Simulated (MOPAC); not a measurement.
Input for MOPAC: PM3 on C3H8O (a complex).

```
PM3 1SCF PRECISE CHARGE=0 THREADS=1
C3H8O

C      0.59472112 1    -0.26677288 1    -0.04863965 1
C     -0.64630228 1     0.20186714 1    -0.04426502 1
H      0.81926557 1    -1.28237406 1    -0.35108271 1
H      1.43606230 1     0.34779284 1     0.24828459 1
H     -0.86957843 1     1.21851583 1     0.25619678 1
H     -1.48794915 1    -0.41104566 1    -0.34311878 1
C      0.15332871 1     0.40040939 1     3.73423673 1
O     -0.31172849 1    -0.81024463 1     3.16323020 1
H      1.19002407 1     0.62060629 1     3.45281965 1
H      0.11168751 1     0.28306307 1     4.81667134 1
H     -0.47286769 1     1.25704948 1     3.45774456 1
H     -0.27968213 1    -0.72142101 1     2.20242595 1
```

Output:

```
*******************************************************************************
 **                                                                           **
 **                              MOPAC v23.2.5                                **
 **                                                                           **
 *******************************************************************************
 ** MOPAC's Digital Object Identifier: https://doi.org/10.5281/zenodo.6511958 **
 **                                                                           **
 ** Please cite the open-source release paper for use of this MOPAC version:  **
 ** J. E. Moussa and J. J. P. Stewart (2026)                                  **
 ** MOPAC: An open-source semiempirical molecular orbital program             **
 ** J. Open Source Softw., 11(119), 8025, https://doi.org/10.21105/joss.08025 **
 *******************************************************************************

                              PM3 CALCULATION RESULTS

 *******************************************************************************
 *  PM3        - The PM3 Hamiltonian to be used
 *
 *
 *
 *                 CHARGE ON SYSTEM = 0
 *
 *
 *
 *  PRECISE    - TIGHTER CRITERIA TO BE USED
 *  1SCF       - DO 1 SCF AND THEN STOP
 *  THREADS=1  - MULTI-THREADING NOT USED
 *  T=         - A TIME OF 172800.0 SECONDS REQUESTED
 *  DUMP=N     - RESTART FILE WRITTEN EVERY 7200.0 SECONDS REQUESTED
 *******************************************************************************
PM3 1SCF PRECISE CHARGE=0 THREADS=1
 C3H8O

   ATOM   CHEMICAL          X               Y               Z
  NUMBER   SYMBOL      (ANGSTROMS)     (ANGSTROMS)     (ANGSTROMS)

     1       C          0.59472112  *  -0.26677288  *  -0.04863965  *
     2       C         -0.64630228  *   0.20186714  *  -0.04426502  *
     3       H          0.81926557  *  -1.28237406  *  -0.35108271  *
     4       H          1.43606230  *   0.34779284  *   0.24828459  *
     5       H         -0.86957843  *   1.21851583  *   0.25619678  *
     6       H         -1.48794915  *  -0.41104566  *  -0.34311878  *
     7       C          0.15332871  *   0.40040939  *   3.73423673  *
     8       O         -0.31172849  *  -0.81024463  *   3.16323020  *
     9       H          1.19002407  *   0.62060629  *   3.45281965  *
    10       H          0.11168751  *   0.28306307  *   4.81667134  *
    11       H         -0.47286769  *   1.25704948  *   3.45774456  *
    12       H         -0.27968213  *  -0.72142101  *   2.20242595  *



          CARTESIAN COORDINATES

    NO.       ATOM           X           Y           Z

     1         C          0.5947     -0.2668     -0.0486
     2         C         -0.6463      0.2019     -0.0443
     3         H          0.8193     -1.2824     -0.3511
     4         H          1.4361      0.3478      0.2483
     5         H         -0.8696      1.2185      0.2562
     6         H         -1.4879     -0.4110     -0.3431
     7         C          0.1533      0.4004      3.7342
     8         O         -0.3117     -0.8102      3.1632
     9         H          1.1900      0.6206      3.4528
    10         H          0.1117      0.2831      4.8167
    11         H         -0.4729      1.2570      3.4577
    12         H         -0.2797     -0.7214      2.2024

  H: (PM3): J. J. P. STEWART, J. COMP. CHEM. 10, 209 (1989).
  C: (PM3): J. J. P. STEWART, J. COMP. CHEM. 10, 209 (1989).
  O: (PM3): J. J. P. STEWART, J. COMP. CHEM. 10, 209 (1989).

           Empirical Formula: C3 H8 O  =    12 atoms



      MOLECULAR POINT GROUP   :   C1


      RHF CALCULATION, NO. OF DOUBLY OCCUPIED LEVELS = 13


 -------------------------------------------------------------------------------
 PM3 1SCF PRECISE CHARGE=0 THREADS=1
 C3H8O



     1SCF WAS SPECIFIED, SO BFGS WAS NOT USED
     SCF FIELD WAS ACHIEVED


                              PM3 CALCULATION
                                                       MOPAC v23.2.5 Linux




          FINAL HEAT OF FORMATION =        -35.99622 KCAL/MOL =    -150.60817 KJ/MOL


          COSMO AREA              =        122.09 SQUARE ANGSTROMS
          COSMO VOLUME            =        104.47 CUBIC ANGSTROMS

          IONIZATION POTENTIAL    =         10.906948 EV
          HOMO LUMO ENERGIES (EV) =        -10.907  0.840
          NO. OF FILLED LEVELS    =         13
          MOLECULAR WEIGHT        =         60.0956         POINT GROUP:  C1

          MOLECULAR DIMENSIONS (Angstroms)

            Atom       Atom       Distance
            H    10    H     6     5.44647
            H     3    H    11     3.16313
            O     8    H     4     2.75786


          SCF CALCULATIONS        =          1





   ATOM   CHEMICAL          X               Y               Z
  NUMBER   SYMBOL      (ANGSTROMS)     (ANGSTROMS)     (ANGSTROMS)

     1       C          0.59472112  *  -0.26677288  *  -0.04863965  *
     2       C         -0.64630228  *   0.20186714  *  -0.04426502  *
     3       H          0.81926557  *  -1.28237406  *  -0.35108271  *
     4       H          1.43606230  *   0.34779284  *   0.24828459  *
     5       H         -0.86957843  *   1.21851583  *   0.25619678  *
     6       H         -1.48794915  *  -0.41104566  *  -0.34311878  *
     7       C          0.15332871  *   0.40040939  *   3.73423673  *
     8       O         -0.31172849  *  -0.81024463  *   3.16323020  *
     9       H          1.19002407  *   0.62060629  *   3.45281965  *
    10       H          0.11168751  *   0.28306307  *   4.81667134  *
    11       H         -0.47286769  *   1.25704948  *   3.45774456  *
    12       H         -0.27968213  *  -0.72142101  *   2.20242595  *

                             CARTESIAN COORDINATES

   1    C        0.594721120    -0.266772880    -0.048639650
   2    C       -0.646302280     0.201867140    -0.044265020
   3    H        0.819265570    -1.282374060    -0.351082710
   4    H        1.436062300     0.347792840     0.248284590
   5    H       -0.869578430     1.218515830     0.256196780
   6    H       -1.487949150    -0.411045660    -0.343118780
   7    C        0.153328710     0.400409390     3.734236730
   8    O       -0.311728490    -0.810244630     3.163230200
   9    H        1.190024070     0.620606290     3.452819650
  10    H        0.111687510     0.283063070     4.816671340
  11    H       -0.472867690     1.257049480     3.457744560
  12    H       -0.279682130    -0.721421010     2.202425950


           Empirical Formula: C3 H8 O  =    12 atoms



      MOLECULAR POINT GROUP   :   C1


                  EIGENVALUES
 -37.73569 -33.28756 -26.50036 -21.20296 -17.66748 -16.57051 -15.41660 -15.33011
 -15.28379 -12.44661 -12.33178 -11.06825 -10.90695   0.84000   3.33795   3.50197
   3.67596   3.87601   3.97278   4.28751   4.49846   5.22567   5.34834   5.67980


              NET ATOMIC CHARGES AND DIPOLE CONTRIBUTIONS

  ATOM NO.   TYPE          CHARGE      No. of ELECS.   s-Pop       p-Pop
    1          C          -0.159096        4.1591     1.18461     2.97449
    2          C          -0.159031        4.1590     1.18460     2.97443
    3          H           0.083890        0.9161     0.91611
    4          H           0.080549        0.9195     0.91945
    5          H           0.080568        0.9194     0.91943
    6          H           0.083899        0.9161     0.91610
    7          C           0.071147        3.9289     1.12482     2.80403
    8          O          -0.326851        6.3269     1.81564     4.51121
    9          H           0.007097        0.9929     0.99290
   10          H           0.039132        0.9609     0.96087
   11          H           0.007115        0.9929     0.99288
   12          H           0.191581        0.8084     0.80842
 DIPOLE           X         Y         Z       TOTAL
 POINT-CHG.     0.319     0.836    -0.536     1.043
 HYBRID         0.142     0.373    -0.490     0.632
 SUM            0.461     1.209    -1.026     1.651


          ATOMIC ORBITAL ELECTRON POPULATIONS

     Atom    s        px        py        pz
    1  C   1.18461   0.97053   1.00601   0.99795
    2  C   1.18460   0.97360   1.00290   0.99792
    3  H   0.91611
    4  H   0.91945
    5  H   0.91943
    6  H   0.91610
    7  C   1.12482   0.95375   0.87538   0.97490
    8  O   1.81564   1.88918   1.35796   1.26407
    9  H   0.99290
   10  H   0.96087
   11  H   0.99288
   12  H   0.80842

 **********************
 *                    *
 * JOB ENDED NORMALLY *
 *                    *
 **********************




 == MOPAC DONE ==
```

The run finished.

Cost: very roughly 0.03 core-seconds.
